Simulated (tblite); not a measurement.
Compound: C13H10OS.
SMILES with atom numbers: `[O:1]=[CH:2]/[CH:3]=[C:4]1/[CH:5]=[CH:6][CH:7]=[C:8]([c:9]2[cH:10][cH:11][cH:12][s:13]2)[CH:14]=[CH:15]1` (hydrogens: H16 on C2; H17 on C3; H18 on C5; H19 on C6; H20 on C7; H21 on C10; H22 on C11; H23 on C12; H24 on C14; H25 on C15)

Structure optimised with GFN2-xTB, isolated species.

Problem. What internal coordinates does the optimisation give?

Solution. 
| bond | length (pm) | order |
| --- | --- | --- |
| O1=C2 | 121.9 | double |
| C2–C3 | 143.4 | single |
| C3=C4 | 137.8 | double |
| C4–C5 | 143.6 | aromatic |
| C5–C6 | 135.6 | aromatic |
| C6–C7 | 141.5 | aromatic |
| C7–C8 | 137.1 | aromatic |
| C8–C9 | 145.0 | single |
| C9–C10 | 137.4 | aromatic |
| C10–C11 | 140.5 | aromatic |
| C11–C12 | 136.0 | aromatic |
| C12–S13 | 171.2 | aromatic |
| C8–C14 | 143.7 | aromatic |
| C14–C15 | 134.9 | aromatic |
| C4–C15 | 144.1 | aromatic |
| C9–S13 | 174.4 | aromatic |
| C2–H16 | 111.0 | single |
| C3–H17 | 108.2 | single |
| C5–H18 | 108.4 | single |
| C6–H19 | 108.4 | single |
| C7–H20 | 108.2 | single |
| C10–H21 | 107.5 | single |
| C11–H22 | 107.5 | single |
| C12–H23 | 107.2 | single |
| C14–H24 | 108.4 | single |
| C15–H25 | 108.3 | single |

Orders are formal, as drawn. A selection of angles:
| angle | degrees |
| --- | --- |
| O1–C2–C3 | 128.5 |
| O1–C2–H16 | 119.0 |
| C3–C2–H16 | 112.4 |
| C2–C3–C4 | 127.6 |
| C2–C3–H17 | 114.7 |
| C4–C3–H17 | 117.6 |
| C3–C4–C5 | 117.5 |
| C3–C4–C15 | 120.1 |
| C5–C4–C15 | 122.3 |
| C4–C5–C6 | 130.3 |
| C4–C5–H18 | 113.8 |
| C6–C5–H18 | 115.9 |
| C5–C6–C7 | 130.5 |
| C5–C6–H19 | 115.7 |
| C7–C6–H19 | 113.8 |
| C6–C7–C8 | 128.9 |
| C6–C7–H20 | 114.4 |
| C8–C7–H20 | 116.7 |
| C7–C8–C9 | 118.3 |
| C7–C8–C14 | 125.0 |
| C9–C8–C14 | 116.7 |
| C8–C9–C10 | 128.5 |
| C8–C9–S13 | 121.4 |
| C10–C9–S13 | 110.0 |
| C9–C10–C11 | 113.6 |
| C9–C10–H21 | 123.8 |
| C11–C10–H21 | 122.6 |
| C10–C11–C12 | 112.6 |
| C10–C11–H22 | 123.7 |
| C12–C11–H22 | 123.7 |
| C11–C12–S13 | 112.2 |
| C11–C12–H23 | 128.5 |
| S13–C12–H23 | 119.3 |
| C9–S13–C12 | 91.6 |
| C8–C14–C15 | 131.0 |
| C8–C14–H24 | 113.6 |
| C15–C14–H24 | 115.3 |
| C14–C15–H25 | 116.2 |
| C4–C15–C14 | 131.0 |
| C4–C15–H25 | 112.8 |

Torsions: O1–C2–C3–C4 0° (synperiplanar); C2–C3–C4–C5 -179° (antiperiplanar); C7–C8–C9–C10 -22° (synperiplanar). The mirror-image conformer, all signs reversed, is as good.

Of the pairs four or more bonds apart, O1···H25 is among the closest relative to their van der Waals radii: 2.05 Å, 75 % of the sum of Bondi's values. The 5-membered ring C9–C10–C11–C12–S13 has internal angles of 91.6° to 113.6° (sum 540°, against 540° for a flat polygon); it is planar, 0.00 Å rms from its mean plane, widest ring torsion 1°. The C–S distances run from 1.712 Å (C12–S13, aromatic) to 1.744 Å (C9–S13, aromatic), a spread of 0.032 Å. The C–C distances run from 1.349 Å (C14–C15, aromatic) to 1.450 Å (C8–C9, drawn single), a spread of 0.101 Å. The 7-membered ring C4–C5–C6–C7–C8–C14–C15 has internal angles of 122.3° to 131.0°; it is slightly puckered (a soft mode that the optimisation may not have finished), 0.04 Å rms from its mean plane, widest ring torsion 9°.

Point group: C1 (no symmetry element, even within 0.4 Å). Its GFN2-xTB frequencies are all real (lowest 16 cm⁻¹). One conformer, not necessarily the lowest. 3 starts were optimised and ended at 0.00, 1.69 and 1.90 kcal/mol (GFN2-xTB); the lowest of these is shown.

The numbers are calculated, not measured.
